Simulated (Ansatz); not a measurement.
M(CO)H with several metals: PBE0-D4/def2-SVP single points in Ansatz on relaxed structures, gas phase. Core potentials for Ag, Au, no spin–orbit coupling. Binding counts from free atoms in the multiplicity of their measured ground term, without zero-point energy. Names give formal oxidation states. The structures are stationary points that may keep the symmetry of their start.

```tsv
species	atoms	state	geometry	HOMO (eV)	LUMO (eV)	gap (eV)	binding per atom (eV)	point group (within 0.1 Å)
Au(CO)H (CHAuO)	4	singlet	PBE0-D4/def2-TZVP	-7.73	-2.07	5.66	3.86	C∞v
Ag(CO)H (CHAgO)	4	singlet	PBE0-D4/def2-TZVP	-6.68	-2.30	4.38	3.57	C∞v
```

**Question.** Estimate the rows for Cu(CO)H (CHCuO) (singlet, PBE0-D4/def2-TZVP geometry).

**Answer.** 
| species | atoms | state | geometry | HOMO (eV) | LUMO (eV) | gap (eV) | binding per atom (eV) | point group (within 0.1 Å) |
| --- | --- | --- | --- | --- | --- | --- | --- | --- |
| Cu(CO)H (CHCuO) | 4 | singlet | PBE0-D4/def2-TZVP | -6.71 | -2.12 | 4.59 | 3.81 | C∞v |

The gap (eV) runs from 4.38 (Ag(CO)H) to 5.66 (Au(CO)H).
